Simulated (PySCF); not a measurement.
Energy of V⁺ (vanadium, charge +1) between two integer charges

The 3d alpha orbital of [Ar] 3d4 is emptied in steps (occupation f), with all orbitals relaxed, ending at [Ar] 3d3. Calculation: PySCF 2.14, in x2c-TZVPall (6s5p4d1f, 48 functions); scalar relativity by spin-free X2C-1e. The exact energy is a straight line in f; departures are measured from the line between the end points of the same method.

```json
{"f": "1", "LDA (eV)": "0.000", "PBE (eV)": "0.000"}
{"f": "0.75", "LDA (eV)": "-1.142", "PBE (eV)": "-1.110"}
{"f": "0.5", "LDA (eV)": "-1.557", "PBE (eV)": "-1.512"}
{"f": "0.25", "LDA (eV)": "-1.193", "PBE (eV)": "-1.156"}
{"f": "0", "LDA (eV)": "0.000", "PBE (eV)": "0.000"}
```

```csv
method,E(f=0) − E(f=1) (eV),−ε at f=1 (eV),−ε at f=0.5 (eV)
LDA,15.716,9.774,15.582
PBE,15.326,9.549,15.203
```

Orbital energy along the path (eV):

```json
{"f": "1", "LDA": "-9.774", "PBE": "-9.549"}
{"f": "0.75", "LDA": "-12.564", "PBE": "-12.272"}
{"f": "0.5", "LDA": "-15.582", "PBE": "-15.203"}
{"f": "0.25", "LDA": "-18.802", "PBE": "-18.323"}
{"f": "0", "LDA": "-22.198", "PBE": "-21.599"}
```

Reference removal energy between the ground levels: 14.634 ± 0.007 eV (measured; NIST Atomic Spectra Database, ionization energies). The calculation has no spin-orbit coupling. The determinant left behind need not be the lowest term of the ion.
